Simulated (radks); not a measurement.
Effect of the nuclear size on the potassium ion K14+, [He] 2s2 2p1. Calculated with a radial shooting solver on a logarithmic mesh with Libxc functionals: Dirac Kohn-Sham, PBE, spin-unpolarised, spherical densities, finite nucleus; open shells fill j = l - 1/2 first; Fermi nuclear charge, rms radius 3.4349 fm. The rms radius is varied about that value; shifts are against it.

rms radius (fm)  total energy shift (eV)  density at nucleus (e/bohr^3)  1s1/2 shift (meV)  2s1/2 shift (meV)  3s1/2 (empty) shift (meV)
3.0742                          -0.00478                           5300              -1.99             -0.202                     -0.053
3.2013                          -0.00316                           5295              -1.31             -0.133                     -0.035
3.4349                                 0                           5286              0.000              0.000                      0.000
3.5517                           0.00166                           5282              0.690              0.070                      0.018
4.0772                           0.00979                           5265               4.07              0.414                      0.108

Slopes of the eigenvalues against <r^2> in GHz/fm^2, as finite differences over the two radii next to the reference (eigenvalue slopes, not the field-shift constants of lines): 1s1/2 205, 2s1/2 20.8, 3s1/2 (empty) 5.40.
